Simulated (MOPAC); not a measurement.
MOPAC input (PM3):

```
PM3 FORCE THERMO(298,298) PRECISE LET GEO-OK AUX(PRECISION=9) THREADS=1
C2H10O2Si2

Si   -3.20873277 1    0.14279449 1    0.64758891 1
O    -1.64521787 1   -0.51796419 1    0.46323270 1
C    -0.66288712 1    0.39036944 1    0.05374918 1
C     0.66287436 1   -0.39036701 1   -0.05376030 1
O     1.64523155 1    0.51796529 1   -0.46317457 1
Si    3.20873576 1   -0.14278930 1   -0.64759781 1
H    -3.25775875 1    1.22609062 1    1.68515982 1
H    -3.74814389 1    0.71222653 1   -0.63198892 1
H    -4.09511356 1   -0.98352918 1    1.08495546 1
H    -0.58200312 1    1.21808189 1    0.78688557 1
H    -0.94346258 1    0.83937481 1   -0.92032201 1
H     0.94343596 1   -0.83943111 1    0.92030042 1
H     0.58201775 1   -1.21805659 1   -0.78694117 1
H     3.74818204 1   -0.71224677 1    0.63196024 1
H     4.09510186 1    0.98352575 1   -1.08497524 1
H     3.25771803 1   -1.22607615 1   -1.68518044 1
```

Output:

```
 *******************************************************************************
 **                                                                           **
 **                              MOPAC v23.2.5                                **
 **                                                                           **
 *******************************************************************************
 ** MOPAC's Digital Object Identifier: https://doi.org/10.5281/zenodo.6511958 **
 **                                                                           **
 ** Please cite the open-source release paper for use of this MOPAC version:  **
 ** J. E. Moussa and J. J. P. Stewart (2026)                                  **
 ** MOPAC: An open-source semiempirical molecular orbital program             **
 ** J. Open Source Softw., 11(119), 8025, https://doi.org/10.21105/joss.08025 **
 *******************************************************************************

                              PM3 CALCULATION RESULTS

 *******************************************************************************
 *  PM3        - The PM3 Hamiltonian to be used
 *  GEO-OK     - OVERRIDE INTERATOMIC DISTANCE AND OTHER SAFETY CHECKS
 *  LET        - OVERRIDE SOME SAFETY CHECKS
 *  PRECISE    - TIGHTER CRITERIA TO BE USED
 *  FORCE      - FORCE CALCULATION SPECIFIED
 *  AUX        - OUTPUT AUXILIARY INFORMATION
 *  THERMO     - THERMODYNAMIC QUANTITIES TO BE CALCULATED
 *******************************************************************************
PM3 FORCE THERMO(298,298) PRECISE LET GEO-OK AUX(PRECISION=9) THREADS=1
 C2H10O2Si2

   ATOM   CHEMICAL          X               Y               Z
  NUMBER   SYMBOL      (ANGSTROMS)     (ANGSTROMS)     (ANGSTROMS)

     1      Si         -3.20873277  *   0.14279449  *   0.64758891  *
     2       O         -1.64521787  *  -0.51796419  *   0.46323270  *
     3       C         -0.66288712  *   0.39036944  *   0.05374918  *
     4       C          0.66287436  *  -0.39036701  *  -0.05376030  *
     5       O          1.64523155  *   0.51796529  *  -0.46317457  *
     6      Si          3.20873576  *  -0.14278930  *  -0.64759781  *
     7       H         -3.25775875  *   1.22609062  *   1.68515982  *
     8       H         -3.74814389  *   0.71222653  *  -0.63198892  *
     9       H         -4.09511356  *  -0.98352918  *   1.08495546  *
    10       H         -0.58200312  *   1.21808189  *   0.78688557  *
    11       H         -0.94346258  *   0.83937481  *  -0.92032201  *
    12       H          0.94343596  *  -0.83943111  *   0.92030042  *
    13       H          0.58201775  *  -1.21805659  *  -0.78694117  *
    14       H          3.74818204  *  -0.71224677  *   0.63196024  *
    15       H          4.09510186  *   0.98352575  *  -1.08497524  *
    16       H          3.25771803  *  -1.22607615  *  -1.68518044  *

          CARTESIAN COORDINATES

    NO.       ATOM           X           Y           Z

     1        Si         -3.2087      0.1428      0.6476
     2         O         -1.6452     -0.5180      0.4632
     3         C         -0.6629      0.3904      0.0537
     4         C          0.6629     -0.3904     -0.0538
     5         O          1.6452      0.5180     -0.4632
     6        Si          3.2087     -0.1428     -0.6476
     7         H         -3.2578      1.2261      1.6852
     8         H         -3.7481      0.7122     -0.6320
     9         H         -4.0951     -0.9835      1.0850
[...]
 EFFECTIVE MASS      1.1411         Si 1 -- H  8         +11.1% ( 32.9%)     95.2%
 FORCE CONSTANT      0.4500         Si 1 -- H  7         +11.1% ( 32.9%)     95.2%

 VIBRATION         39    8Bg          ATOM PAIR      ENERGY CONTRIBUTION    RADIAL
 FREQUENCY          2902.41         C  3 -- H 10         +24.1% ( 51.4%)     96.2%
 TRANSITION DIPOLE   0.0000         C  3 -- H 11         +24.1% ( 51.4%)     96.2%
 TRAVEL (Ang.)       0.2980         C  4 -- H 13         +24.1% ( 51.4%)     96.2%
 REDUCED MASS        0.2617         C  4 -- H 12         +24.1% ( 51.4%)     96.2%
 EFFECTIVE MASS      1.5754
 FORCE CONSTANT      1.2989

 VIBRATION         40    9Au          ATOM PAIR      ENERGY CONTRIBUTION    RADIAL
 FREQUENCY          2917.19         C  3 -- H 10         +24.2% ( 51.1%)     96.4%
 TRANSITION DIPOLE   0.2482         C  4 -- H 12         +24.2% ( 51.1%)     96.4%
 TRAVEL (Ang.)       0.2970         C  3 -- H 11         +24.2% ( 51.1%)     96.4%
 REDUCED MASS        0.2621         C  4 -- H 13         +24.2% ( 51.1%)     96.4%
 EFFECTIVE MASS      1.5549
 FORCE CONSTANT      1.3141

 VIBRATION         41   13Ag          ATOM PAIR      ENERGY CONTRIBUTION    RADIAL
 FREQUENCY          2965.36         C  4 -- H 13         +24.5% ( 49.1%)     97.8%
 TRANSITION DIPOLE   0.0000         C  3 -- H 10         +24.5% ( 49.1%)     97.8%
 TRAVEL (Ang.)       0.3066         C  4 -- H 12         +24.5% ( 49.1%)     97.8%
 REDUCED MASS        0.2419         C  3 -- H 11         +24.5% ( 49.1%)     97.8%
 EFFECTIVE MASS      1.2742
 FORCE CONSTANT      1.2534

 VIBRATION         42   12Bu          ATOM PAIR      ENERGY CONTRIBUTION    RADIAL
 FREQUENCY          2970.39         C  3 -- H 11         +24.6% ( 49.0%)     97.6%
 TRANSITION DIPOLE   0.1542         C  4 -- H 13         +24.6% ( 49.0%)     97.6%
 TRAVEL (Ang.)       0.3062         C  3 -- H 10         +24.6% ( 49.0%)     97.6%
 REDUCED MASS        0.2421         C  4 -- H 12         +24.6% ( 49.0%)     97.6%
 EFFECTIVE MASS      1.2674
 FORCE CONSTANT      1.2585

      SYMMETRY NUMBER FOR POINT-GROUP C2h =  2

          SYSTEM IS A GROUND STATE

 C2H10O2Si2

          MOLECULE IS NOT LINEAR

          THERE ARE 42 GENUINE VIBRATIONS IN THIS SYSTEM
          THIS THERMODYNAMICS CALCULATION IS LIMITED TO
          MOLECULES WHICH HAVE NO INTERNAL ROTATIONS

                    CALCULATED THERMODYNAMIC PROPERTIES
                                          *
   TEMP. (K)   PARTITION FUNCTION   H.O.F.    ENTHALPY  HEAT CAPACITY ENTROPY
                                   KCAL/MOL   CAL/MOLE    CAL/K/MOL  CAL/K/MOL

 298.00  VIB.     0.1162D+05                  4526.0300    27.4782    33.7898
         ROT.     0.1789D+06                   888.2803     2.9808    27.0152
         INT.     0.2079D+10                  5414.3103    30.4590    60.8050
         TRA.     0.1307D+28                  1480.4672     4.9680    40.3151
         TOT.                     -117.162    6894.7775    35.4270   101.1202

   *: NOTE: HEATS OF FORMATION ARE RELATIVE TO THE
            ELEMENTS IN THEIR STANDARD STATE AT 298K
              (=  Standard Enthalpy of Formation).

            Hvib:  Zero-point energy is not included.
                   frequencies of less than zero cm-1 are not included.
            Hrot = (3/2)RT
            Htra = (3/2)RT + pV = (5/2)RT

            Heat capacity is Cp, not Cv

          For more information, see: HTTP://OpenMOPAC.net/Manual/thermochemistry.html

           FORCE CONSTANT IN CARTESIAN COORDINATES (Millidynes/A)

    ATOM   CHEMICAL       X               Y               Z
   NUMBER   SYMBOL  FORCE CONSTANT  FORCE CONSTANT  FORCE CONSTANT

      1      Si        6.676745        3.758033        3.354185
      2       O        7.091237        5.689048        0.661009
      3       C        7.944881        9.069607        7.983021
      4       C        7.944881        9.069607        7.983021
      5       O        7.091237        5.689048        0.661009
      6      Si        6.676745        3.758033        3.354185
      7       H        0.606482        0.632297        1.492389
      8       H        0.606553        0.632395        1.492220
      9       H        0.489413        2.017513        0.256336
     10       H        1.086572        1.646782        3.440904
     11       H        1.086691        1.647019        3.440548
     12       H        1.086691        1.647019        3.440548
     13       H        1.086572        1.646782        3.440904
     14       H        0.606553        0.632395        1.492220
     15       H        0.489413        2.017513        0.256336
     16       H        0.606482        0.632297        1.492389

 **********************
 *                    *
 * JOB ENDED NORMALLY *
 *                    *
 **********************

 == MOPAC DONE ==
```
